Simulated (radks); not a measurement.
Results of a calculation; reference values are marked as such.
All-electron atom: Ag in [Kr] 4d9 5s2 (not the ground configuration).

Level of theory: Dirac Kohn-Sham, BLYP, spin-unpolarised, spherical densities, finite nucleus; open shells fill j = l - 1/2 first; Fermi nuclear charge, rms radius 4.5454 fm (a radial shooting solver on a logarithmic mesh with Libxc functionals).

Energy parts (eV):
| part | energy |
|---|---|
| total | -144698.705 |
| kinetic | 151435.547 |
| electron-nucleus | -350717.120 |
| Hartree | 58659.073 |
| exchange-correlation | -4076.204 |

Orbitals (lengths in bohr, moments of r in powers of bohr):
orbital  occ.  eigenvalue (eV)     <r^2>  small-component weight
1s1/2       2        -25322.71  0.001308                2.96e-02
2s1/2       2        -3731.261   0.02140                6.20e-03
2p1/2       2        -3468.167   0.01599                6.22e-03
2p3/2       4        -3292.753   0.01732                5.97e-03
3s1/2       2        -687.2982    0.1554                1.75e-03
3p1/2       2        -582.6327    0.1508                1.69e-03
3p3/2       4        -551.6802    0.1599                1.62e-03
3d3/2       4        -366.2609    0.1409                1.51e-03
3d5/2       6        -360.0261    0.1437                1.49e-03
4s1/2       2         -98.9309    0.9364                4.46e-04
4p1/2       2         -65.8689     1.088                3.88e-04
4p3/2       4         -60.6989     1.159                3.68e-04
4d3/2       4         -10.8837     2.213                2.21e-04
4d5/2       5         -10.2863     2.289                2.15e-04
5s1/2       2          -5.5263     10.22                4.31e-05

The highest occupied level is 5s1/2 at -5.526 eV. The density falls to 0.001 e/bohr^3 at r = 4.45 bohr.
